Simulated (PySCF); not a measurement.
Stepwise substitution at one centre (B CH3-OH). All species are isolated molecules in the gas phase. One relaxed conformer stands for each flexible species; it need not be the lowest. Strings in code marks are SMILES.

The four lowest singlet excitations (Tamm–Dancoff). All values below come from PySCF 2.14.0 with M06-2X/def2-TZVP // PBE0-D3(BJ)/def2-TZVP. Excitations are Tamm–Dancoff values on a coarser integration grid. The basis has no diffuse functions, so Rydberg states are missing or too high.

```
state  energy (eV)  wavelength (nm)  oscillator strength
-----  -----------  ---------------  -------------------
S1            8.69              143                0.001
S2            8.81              141                0.074
S3            9.06              137                0.008
S4            9.40              132                0.028
```

### Question
Which member gives these states?
A. `CB(C)O` (C–B–O–H torsion 178°)
B. `CB(C)C`
C. `OB(O)O`
D. `CB(O)O` (O–B–O–H torsion 0°, O–B–O–H torsion 180°)

### Answer
D, `CB(O)O` (O–B–O–H torsion 0°, O–B–O–H torsion 180°)
